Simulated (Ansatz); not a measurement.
Ansatz (an electronic-structure program) input (PBE0/def2-TZVP):

Ansatz 0.2 input:
```yaml
crystal:
  periodic: [false, false, false]
  atoms:
    - {symbol: Cd, position_ang: [-0.00000000, -0.00000000, -0.59277623]}
    - {symbol: Cl, position_ang: [0.00000000, 0.00000000, 1.67372111]}
basis:
  gaussian:
    orbitals: def2-TZVP
hamiltonian:
  xc: {name: PBE0}
total_charge: 1
relax: {f_tol: 0.003, max_steps: 100}
```

Output:

```
Functional definition: PBE0
integrals: 0.02 GiB planned
688 factors; their error is unknown
mean field: 0.19 GiB planned
mean field evaluation 1: about -17067.0251 eV, gradient 5.7e1 eV
mean field evaluation 2: about -16990.9723 eV, gradient 1.5e2 eV
mean field evaluation 4: about -17075.6186 eV, gradient 5.8e0 eV
mean field evaluation 8: about -17075.8043 eV, gradient 3.6e-1 eV
mean field evaluation 16: about -17075.8044 eV, gradient 4.9e-5 eV
mean field -17075.80437393 eV, -627.5242363459 hartree, gradient 4.9e-5 eV, S^2 0.000000; 0 other end points of the search recorded, 0 dependent functions left out
the calculation of the forces begins
reference -17075.80440231 eV, -627.5242373889 hartree; 18, 18 occupied and 59, 59 virtual orbitals, 688 factors
relax step   1: F+E_penalty+E_count = -17075.80437393 eV  Δ(F+E_penalty+E_count) = +0.000e0 eV  max|allowed force component| = 3.551e-1 eV/Å  Δτ_max = 0.0000 Å  (27 SCF iters, accepted)
these checks for a lower state are left out or cut short: starts, cluster_reference, orbital_swaps, neighbouring_geometries, increment
integrals: 0.02 GiB planned
688 factors; their error is unknown
mean field: 0.19 GiB planned
mean field -17075.80885475 eV, -627.5244010131 hartree, gradient 1.6e-5 eV, S^2 0.000000; 0 other end points of the search recorded, 0 dependent functions left out
the calculation of the forces begins
reference -17075.80888308 eV, -627.5244020542 hartree; 18, 18 occupied and 59, 59 virtual orbitals, 688 factors
relax step   2: F+E_penalty+E_count = -17075.80885475 eV  Δ(F+E_penalty+E_count) = -4.481e-3 eV  max|allowed force component| = 1.134e-2 eV/Å  Δτ_max = 0.0120 Å  (31 SCF iters, accepted)
these checks for a lower state are left out or cut short: starts, cluster_reference, orbital_swaps, neighbouring_geometries, increment
integrals: 0.02 GiB planned
688 factors; their error is unknown
mean field: 0.19 GiB planned
mean field evaluation 32: about -17075.8089 eV, gradient 1.7e-5 eV
mean field -17075.80885900 eV, -627.5244011693 hartree, gradient 1.7e-5 eV, S^2 0.000000; 0 other end points of the search recorded, 0 dependent functions left out
the calculation of the forces begins
reference -17075.80888733 eV, -627.5244022104 hartree; 18, 18 occupied and 59, 59 virtual orbitals, 688 factors
relax step   3: F+E_penalty+E_count = -17075.80885900 eV  Δ(F+E_penalty+E_count) = -4.251e-6 eV  max|allowed force component| = 2.461e-4 eV/Å  Δτ_max = 0.0004 Å  (34 SCF iters, accepted)
integrals: 0.02 GiB planned
688 factors; their error is unknown
mean field: 0.19 GiB planned
mean field -17075.80885900 eV, -627.5244011693 hartree, gradient 1.7e-5 eV, S^2 0.000000; 1 other end points of the search recorded, 0 dependent functions left out
the calculation of the forces begins
reference -17075.80888733 eV, -627.5244022104 hartree; 18, 18 occupied and 59, 59 virtual orbitals, 688 factors
Total energy: -17075.80888733 eV, -627.5244022104 hartree
Atom 0 at    -0.000000     0.000000    -0.580371 Å, force     0.000000    -0.000000    -0.000246 eV/Å
Atom 1 at     0.000000    -0.000000     1.661316 Å, force    -0.000000     0.000000     0.000246 eV/Å
Dipole moment:    -0.000000     0.000000    -1.070567 e Å
```
